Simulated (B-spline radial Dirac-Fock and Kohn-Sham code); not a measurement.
Sm⁷⁺: input and output of one calculation

ΔSCF core binding energies without Breit or QED terms, calculated with an atomic code on a B-spline grid. Keys: rel is the Hamiltonian (dirac, or spin-free x2c and nr, where L3 and M5 stand for the whole 2p and 3d shells), method is hf or an exchange,correlation pair (spin-unpolarised, also for the hole states), nuc the nuclear model, radius_factor scales its radius, rmax is the box in bohr, h the logarithmic mesh step, order the B-spline order, points the quadrature points per cell, c_factor scales the speed of light, and damp, ndamp, maxit and tol steer the iteration. The run stops when the commutator error falls below 10·tol·max(1, Z/10), or the numerical noise floor, and the energy has settled to about 1e-8 Ha; the virial ratio is −V/T.

Input (task.json):

```json
{"items": [{"Z": 62, "q": 7, "cfg": [[1, 0, 2], [2, 0, 2], [2, 1, 6], [3, 0, 2], [3, 1, 6], [3, 2, 10], [4, 0, 2], [4, 1, 6], [4, 2, 10], [4, 3, 4], [5, 0, 2], [5, 1, 3]], "A": 152, "rrms": 5.0819, "do": "settings", "holes": ["K", "L3", "M5"],
  "settings": [{"rel": "dirac", "method": "hf", "nuc": "fermi", "radius_factor": 1.0, "rmax": 45.0, "h": 0.3, "order": 8, "points": 4, "c_factor": 1.0, "maxit": 83, "damp": 0.5, "ndamp": 3, "tol": 1e-08}]}]}
```

Command: `python xray2_run.py task.json out`

Ground-state iterations:

```
iter   energy (Ha)        error
   1   -10380.29209822  2.02e+00
   2   -10405.18763731  1.15e+00
   3   -10416.15143368  3.04e-01
   4   -10417.00125391  8.80e-02
   5   -10417.04752645  4.10e-02
   6   -10417.06280013  3.87e-03
   7   -10417.06287684  9.22e-04
   8   -10417.06288081  1.59e-04
   9   -10417.06288099  6.42e-06
  10   -10417.06288099  2.05e-07
```

The ground state converged in 10 iterations, with total energy -10417.06288 Ha, virial ratio 1.92234 and highest orbital energy -113.65 eV. ΔSCF binding energies: K (1s) 47143.5 eV, L3 (2p3/2) 6847.9 eV, M5 (3d5/2) 1199.1 eV.

One setting is outside the advised range (too few quadrature points), but here it does no visible harm: the result matches the run with default settings.
